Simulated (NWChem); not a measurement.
# SOF, doublet; SMILES O=[S]F

```xyz
3

O     -0.5616     1.1950     0.0000
S      0.4523     0.1276     0.0000
F     -0.3097    -1.3141     0.0000
```
Atoms are numbered in this order, from 1.

Results from NWChem. Spin-unrestricted. In the optimisation the excess spin sits in a" (Cs, its own frame). Structure relaxed at the PBE0/def2-SVP, spin-unrestricted level. No stability test was run on the SCF state. Vzz is the largest principal value of the second derivative of the potential at the nucleus (NWChem prints the opposite sign); η is the asymmetry. Non-relativistic.

```csv
level,Vzz O1 (a.u.),η O1,Vzz S2 (a.u.),η S2
PBE/def2-TZVP,…,…,…,…
PBE/def2-SVP,0.862,0.38,2.205,0.68
B3LYP/cc-pVTZ,0.848,0.59,2.515,0.51
B3LYP/def2-SVP,0.869,0.67,2.411,0.65
```

Fill in the missing entries.


- PBE/def2-TZVP, Vzz O1 (a.u.): 0.786
- PBE/def2-TZVP, η O1: 0.32
- PBE/def2-TZVP, Vzz S2 (a.u.): 2.490
- PBE/def2-TZVP, η S2: 0.55
